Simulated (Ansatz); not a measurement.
Reaction (formal exchange of groups at the Se–B bond): `B[Se][SiH2]C` + ethane → `CC[Se][SiH2]C` + BH₃

Computed with Ansatz on PBE0-D4/def2-TZVP structures; ΔE is electronic, products minus reactants. CBS: MP2 limit from def2 TZ/QZ plus the TZ coupled-cluster correction, frozen cores. This one scheme is used for every species. Functionals use def2-TZVPP. B3LYP here is the variant with VWN-RPA as its local correlation; programs differ in this. For Se outer-core shells are correlated without core-valence functions, which leaves a few kJ/mol of doubt a bond. Scalar relativity is left out up to krypton. Each species was taken in one conformer, which may not be the lowest.

| level | ΔE (kcal/mol) |
| --- | --- |
| B3LYP | 34.8 |
| HF/def2-TZVPP | 31.8 |
| MP2/def2-TZVPP | 33.2 |
| HF/def2-QZVPP | 31.6 |

Q: What does CCSD(T)/CBS give? (Estimate.)

A: Ansatz gave: +33.5 kcal/mol. The listed levels differ from it by 1.3, -1.7, -0.3, -1.9 kcal/mol.

Largest T1 diagnostic among the species: 0.012.

In def2-TZVPP, CCSD(T) changes the Hartree–Fock value by +1.6 kcal/mol (the triples alone add +0.3 kcal/mol) and MP2 by +1.4 kcal/mol. From PBE to PBE0 (25 % exact exchange), in def2-TZVPP and without D4, ΔE moves by −0.8 kcal/mol. The D4 term adds −1.6 kcal/mol with B3LYP and −0.9 kcal/mol with PBE0; it sums over pairs of atoms, weighted by their polarisabilities, and B3LYP, whose exchange is more repulsive, gets the larger term.
